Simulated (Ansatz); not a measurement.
CH$_{8}$AlGaSi, SMILES `C[SiH]([AlH2])[GaH2]`, relaxed with RKS PBE0-D4/def2-TZVP in Ansatz from a GFN2-xTB geometry. The force threshold is 0.005 eV/Å; the program also tests the step.

Total charge 0; spin multiplicity 1.

Start:

```xyz
12

C    -0.335    0.719   -1.098
Si   -0.540   -0.551    0.357
Al   -0.567    1.267    1.995
Ga    1.242   -2.046   -0.441
H     0.034    0.224   -1.998
H    -1.254    1.241   -1.349
H     0.402    1.474   -0.812
H    -1.837   -1.248    0.039
H    -0.811    1.269    3.539
H    -0.312    2.714    1.458
H     1.861   -1.823   -1.939
H     2.117   -3.242    0.248
```

Task: How much energy does the relaxation release, and in how many steps? (An estimate is asked.)

Result: Computed: 13.79 kcal/mol, in 24 steps, 1 of them rejected.

Task: Which bonds change most? (An estimate is asked.)

Result: The calculation gave: Ga4–H12 from 1.635 to 1.575 Å; Ga4–H11 from 1.636 to 1.578 Å; Si2–Ga4 from 2.459 to 2.404 Å; C1–Si2 from 1.942 to 1.893 Å.

Task: Give the relaxed structure. (Best estimate.)

Result: Computed: 
```xyz
12

C    -0.605    0.816   -1.587
Si   -0.479   -0.252   -0.030
Al   -0.270    1.024    2.046
Ga    1.342   -1.820   -0.102
H    -0.723    0.198   -2.479
H    -1.455    1.499   -1.530
H     0.301    1.414   -1.710
H    -1.717   -1.083    0.120
H    -0.478    0.307    3.450
H     0.135    2.565    2.029
H     2.540   -1.641   -1.114
H     1.409   -3.027    0.906
```
